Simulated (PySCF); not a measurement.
Working out the excitation energy of P

P [Ne] 3s2 3p3 (4S) → P [Ne] 3s1 3p4 (4P). Calculation: PySCF 2.14, in aug-cc-pVDZ-DK (5s4p2d, 27 functions); the spin-free X2C one-electron Hamiltonian (Gaussian nucleus). Frozen: [Ne]. Energies in hartree (1 hartree = 27.21139 eV):

| part | P (lower) | P (upper) |
| --- | --- | --- |
| UHF | -341.524308 | -341.228616 |
| MP2 opposite-spin | -0.048010 | -0.047028 |
| MP2 same-spin | -0.018872 | -0.018523 |

Q: What does Hartree-Fock give?

A: (-341.228616) − (-341.524308) = 0.295692 hartree = 8.046 eV.

Q: What do MP2 and SCS-MP2 (6/5 opposite-spin, 1/3 same-spin) give?

A: The opposite-spin parts differ by 0.027 eV and the same-spin parts by 0.009 eV. MP2: 8.046 + (0.027) + (0.009) = 8.082 eV. SCS-MP2: 8.046 + 1.2 × (0.027) + (0.009)/3 = 8.081 eV.

Measured between the centres of the two terms (NIST): 7.395 eV, so MP2 (valence) is off by 0.687 eV.

A double-zeta basis recovers only part of the correlation energy.

What remains against the reference includes basis incompleteness, the frozen core and correlation beyond second order.
